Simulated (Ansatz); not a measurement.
Program: Ansatz. Geometries: PBE0-D4/def2-TZVP. ΔE: electronic, gas phase. CBS: MP2 limit from def2 TZ/QZ plus the TZ coupled-cluster correction, frozen cores. This one scheme is used for every species. DFT in def2-TZVPP. B3LYP here is the variant with VWN-RPA as its local correlation; programs differ in this. For Ga outer-core shells are correlated without core-valence functions, which leaves a few kJ/mol of doubt a bond. Scalar relativity is left out up to krypton. Each species was taken in one conformer, which may not be the lowest.

Consider the formal exchange of groups at a Ga–S bond: `[OH][Ga]([SiH3])[SH]` + `[GaH3]` → `[OH][Ga]([SiH3])[GaH2]` + H₂S.

| level | ΔE (kcal/mol) | difference from CCSD(T)/CBS |
| --- | --- | --- |
| PBE-D4 | 11.0 | -1.7 |
| BLYP-D4 | 11.2 | -1.5 |
| r2SCANh-D4 | 13.8 | 1.1 |
| r2SCAN0-D4 | 14.0 | 1.3 |
| BHLYP-D4 | 13.4 | 0.7 |
| B3LYP | 12.0 | -0.7 |
| LC-ωPBE | 13.8 | 1.1 |
| MP2/def2-TZVPP | 14.7 | 2.0 |
| CCSD/def2-TZVPP | 13.0 | 0.3 |
| CCSD/CBS(def2) | 12.6 | -0.1 |
| CCSD(T)/CBS | 12.7 | 0 |

Largest T1 diagnostic among the species: 0.015.

From PBE to PBE0 (25 % exact exchange), in def2-TZVPP and without D4, ΔE moves by +1.3 kcal/mol. In def2-TZVPP, CCSD(T) changes the Hartree–Fock value by −2.9 kcal/mol (the triples alone add +0.1 kcal/mol) and MP2 by −1.2 kcal/mol.

CCSD(T)/CBS has its own doubt, a few kJ/mol and more with outer-core shells, so smaller differences from it don't rank the levels.
